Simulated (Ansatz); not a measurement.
Constitutional and geometric isomers with formula C2H6N2. Isolated molecules, 0 K electronic values unless said otherwise. One relaxed conformer stands for each flexible species; it need not be the lowest. Strings in code marks are SMILES.

Quantity: electronic energy of isomers of C2H6N2 relative to `[H]/N=C(/C)N`, in eV.

A: `C=NCN`
B: `C=C(N)N`
C: `C/N=C/N`
D: `C/N=C\N`
E: `[H]/N=C\CN`
F: `C1NCN1`

Order them by electronic energy of isomers of C2H6N2 relative to `[H]/N=C(/C)N` (lowest first) at the level frozen-core CCSD(T)/cc-pVTZ // B3LYP-D3(BJ)/def2-TZVP (Ansatz, a quantum-chemistry and plane-wave program).

C (0.394 eV), D (0.47 eV), B (0.52 eV), E (0.74 eV), A (0.89 eV), F (1.62 eV)
